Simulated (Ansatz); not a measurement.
Pulling on the Zn1–I3 bond in FIZn (SMILES [F][Zn][I]) (multiplicity 1 held, fragments rigid). Energies count from the point at 2.411 Å.
Geometry at that point (charge 0, multiplicity 1):
```xyz
3

Zn     0.00000     0.00000    -1.21692
F      0.00000     0.00000    -2.97433
I      0.00000     0.00000     1.19390
```

Signs of static correlation in def2-SVP, with CASSCF(6,4), from Ansatz (a program for electronic structure) runs.

| R (Å) | T1 of restricted CCSD | ⟨S²⟩ of UHF | largest double amplitude of restricted CCSD | weight of the CASSCF reference in MRCISD | CASSCF natural occupations |
|---|---|---|---|---|---|
| 1.929 | 0.013 | 0.000 | 0.035 | 0.906 | 2.00 2.00 1.99 0.01 |
| 2.170 | 0.014 | 0.000 | 0.036 | 0.905 | 2.00 2.00 1.99 0.01 |
| 2.411 | 0.014 | 0.000 | 0.037 | 0.906 | 2.00 2.00 1.98 0.02 |
| 2.652 | 0.015 | 0.000 | 0.052 | 0.906 | 2.00 2.00 1.97 0.03 |
| 2.893 | 0.015 | 0.000 | 0.082 | 0.906 | 2.00 2.00 1.96 0.05 |
| 3.255 | 0.018 | 0.081 | … | 0.907 | 2.00 2.00 1.91 0.09 |
| 3.616 | 0.023 | 0.621 | 0.211 | 0.908 | 2.00 2.00 1.82 0.18 |
| 4.219 | … | 0.927 | 0.392 | 0.908 | 2.00 2.00 1.55 0.45 |
| 4.822 | 0.070 | 0.993 | 0.639 | 0.909 | 2.00 2.00 1.26 0.74 |
| 5.545 | 0.090 | 1.008 | 0.868 | 0.908 | 2.00 2.00 1.00 1.00 |
| 6.509 | 0.094 | 1.008 | 0.977 | 0.908 | 2.00 2.00 1.00 1.00 |
| 7.715 | 0.089 | 1.008 | 0.992 | 0.908 | 2.00 2.00 1.00 1.00 |

What belongs in the gaps?


- 3.255, largest double amplitude of restricted CCSD: 0.138
- 4.219, T1 of restricted CCSD: 0.044

Doubts at one or more of the structures used: active orbitals that take no part (SC-NEVPT2 on CASSCF(6,4)/def2-SVP); a restricted determinant that unrestricted orbitals would lower (R-CCSD(T)/def2-SVP); other coupled-cluster roots lie near (R-CCSD(T)/def2-SVP); T1 above 0.05 (R-CCSD(T)/def2-SVP); a spin-contaminated determinant (U-CCSD(T)/def2-SVP).
